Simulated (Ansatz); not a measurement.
Consider the ligand exchange at a Ge–Br bond: `[Cl][Ge][Br]` + H₂S → `[SH][Ge][Cl]` + HBr.

Isolated molecules relaxed with PBE0-D4/def2-TZVP in Ansatz; ΔE leaves out vibrations. CCSD(T)/CBS adds triple-zeta CCSD(T) − MP2 to the extrapolated MP2 energy (def2 sets, frozen cores). This one scheme is used for every species. DFT in def2-TZVPP. B3LYP here is the variant with VWN-RPA as its local correlation; programs differ in this. For Br, Ge outer-core shells are correlated without core-valence functions, which leaves a few kJ/mol of doubt a bond. Scalar relativity is left out up to krypton. One conformer a species, not always the lowest.

```tsv
level	ΔE (kJ/mol)
r2SCAN0-D4	33.2
B3LYP	36.8
CCSD/def2-TZVPP	32.3
CCSD(T)/def2-TZVPP	30.1
```

(1) What does CCSD(T)/CBS give? (An estimate is asked.)

Largest T1 diagnostic among the species: 0.014.

## Answers

(1) The calculation gave: +32.4 kJ/mol. The listed levels differ from it by 0.8, 4.4, -0.1, -2.3 kJ/mol.

In def2-TZVPP, CCSD(T) changes the Hartree–Fock value by −13.6 kJ/mol (the triples alone add −2.1 kJ/mol) and MP2 by −13.4 kJ/mol. Leaving LDA and LC-ωPBE aside and taking each functional with its dispersion term where it has one, the values, not all of them listed here, spread over 8.4 kJ/mol, from revPBE-D4 to BHLYP-D4. LDA lies −5.4 kJ/mol from PBE without D4. At CCSD(T), def2-SVP lies −4.0 kJ/mol from the extrapolated value and def2-TZVPP −2.2 kJ/mol.
